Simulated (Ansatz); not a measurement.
Ansatz (a program for electronic structure) input (PBE/def2-TZVP):

Ansatz 0.2 input:
```yaml
crystal:
  periodic: [false, false, false]
  atoms:
    - {symbol: Ru, position_ang: [0.00000000, 0.00000000, 0.00000000]}
    - {symbol: F, position_ang: [0.00000000, 0.00000000, 1.86528623]}
    - {symbol: F, position_ang: [-0.00000000, -0.00000000, -1.86528623]}
basis:
  gaussian:
    orbitals: def2-TZVP
hamiltonian:
  xc: {name: PBE}
magnetization: {spin_polarized: true, initial_magnetization: 2}
relax: {f_tol: 0.003, max_steps: 100}
```

End of the output:

```
mean field evaluation 8: about -8013.9568 eV, gradient 8.0e-1 eV
mean field evaluation 16: about -8013.9552 eV, gradient 2.0e-3 eV
mean field evaluation 32: about -8013.4695 eV, gradient 1.9e-1 eV
mean field evaluation 64: about -8013.9552 eV, gradient 1.4e-6 eV
mean field evaluation 96: about -8013.9522 eV, gradient 1.3e-1 eV
mean field evaluation 128: about -8013.5505 eV, gradient 6.1e0 eV
mean field evaluation 160: about -8012.7918 eV, gradient 8.2e-1 eV
mean field evaluation 192: about -8013.9552 eV, gradient 6.5e-6 eV
mean field -8013.95523396 eV, -294.5074227941 hartree, gradient 6.5e-6 eV, S^2 2.825270; 10 other end points of the search recorded, 0 dependent functions left out
the calculation of the forces begins
reference -8013.95528701 eV, -294.5074247436 hartree; 18, 16 occupied and 84, 86 virtual orbitals, 666 factors
relax step   1: F+E_penalty+E_count = -8013.95523396 eV  Δ(F+E_penalty+E_count) = +0.000e0 eV  max|allowed force component| = 1.884e-2 eV/Å  Δτ_max = 0.0000 Å  (591 SCF iters, accepted)
these checks for a lower state are left out or cut short: starts, cluster_reference, orbital_swaps, neighbouring_geometries, increment
integrals: 0.02 GiB planned
666 factors; their error is unknown
mean field: 0.28 GiB planned
mean field -8013.95524667 eV, -294.5074232612 hartree, gradient 4.8e-6 eV, S^2 2.825446; 0 other end points of the search recorded, 0 dependent functions left out
the calculation of the forces begins
reference -8013.95529972 eV, -294.5074252107 hartree; 18, 16 occupied and 84, 86 virtual orbitals, 666 factors
relax step   2: F+E_penalty+E_count = -8013.95524667 eV  Δ(F+E_penalty+E_count) = -1.271e-5 eV  max|allowed force component| = 4.359e-3 eV/Å  Δτ_max = 0.0005 Å  (41 SCF iters, accepted)
these checks for a lower state are left out or cut short: starts, cluster_reference, orbital_swaps, neighbouring_geometries, increment
integrals: 0.02 GiB planned
666 factors; their error is unknown
mean field: 0.28 GiB planned
mean field -8013.95524739 eV, -294.5074232877 hartree, gradient 6.5e-6 eV, S^2 2.825499; 0 other end points of the search recorded, 0 dependent functions left out
the calculation of the forces begins
reference -8013.95530044 eV, -294.5074252371 hartree; 18, 16 occupied and 84, 86 virtual orbitals, 666 factors
relax step   3: F+E_penalty+E_count = -8013.95524739 eV  Δ(F+E_penalty+E_count) = -7.196e-7 eV  max|allowed force component| = 4.722e-6 eV/Å  Δτ_max = 0.0002 Å  (38 SCF iters, accepted)
integrals: 0.02 GiB planned
666 factors; their error is unknown
mean field: 0.28 GiB planned
mean field evaluation 224: about -8013.9592 eV, gradient 1.0e-1 eV
mean field evaluation 256: about -8013.6541 eV, gradient 2.1e-5 eV
mean field evaluation 288: about -8013.5460 eV, gradient 9.5e-1 eV
mean field evaluation 320: about -8012.7782 eV, gradient 9.3e0 eV
mean field evaluation 352: about -8013.9533 eV, gradient 6.6e-1 eV
mean field evaluation 384: about -8013.6930 eV, gradient 7.0e-1 eV
mean field -8013.95524739 eV, -294.5074232877 hartree, gradient 6.5e-6 eV, S^2 2.825499; 11 other end points of the search recorded, 0 dependent functions left out
the calculation of the forces begins
reference -8013.95530044 eV, -294.5074252371 hartree; 18, 16 occupied and 84, 86 virtual orbitals, 666 factors
Total energy: -8013.95530044 eV, -294.5074252371 hartree
Atom 0 at     0.000000     0.000000     0.000000 Å, force    -0.000000    -0.000000     0.000000 eV/Å
Atom 1 at    -0.000000    -0.000000     1.865999 Å, force     0.000000     0.000000     0.000005 eV/Å
Atom 2 at    -0.000000    -0.000000    -1.865999 Å, force     0.000000     0.000000    -0.000005 eV/Å
Dipole moment:     0.000000    -0.000000     0.000000 e Å
```

The spin state was set by rule; other spins were not relaxed.

The determinant is spin-contaminated: <S^2> is 2.83 against 2.00 for a pure state.
